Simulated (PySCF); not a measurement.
## Relaxation of singlet WO₂Cl₂

These are results of PBE0/[W def2-SVP with ECP60, O def2-SVP, Cl def2-SVP], scalar-relativistic core potentials, density fitting, no spin–orbit coupling, PySCF, not measurements. A (50,194) grid was used.

A hand-made square planar (ligand arrangement 2) start, of D2h symmetry, held to at least that symmetry:

```xyz
5
charge 0 multiplicity 1, angstrom
W     0.0000    0.0000    0.0000
O     0.0000    1.7700    0.0000
O     0.0000   -1.7700    0.0000
Cl    2.3600    0.0000    0.0000
Cl   -2.3600    0.0000    0.0000
```

Q: What does it relax to?

A: It ends at D2h with W–Cl 2.305 Å (×2), W–O 1.768 Å (×2); Cl–W–Cl 180.0°, Cl–W–O 90.0° (×4), O–W–O 180.0°. No frequency check is given, so it may be a saddle point. Other isomers or separated fragments may lie lower.

Q: How much energy is released, and in how many steps?

A: 5.2 kJ/mol in 4 steps.

With an element this heavy the missing spin–orbit coupling can shift these numbers.

The relaxation took about 30 core-seconds on a shared host.
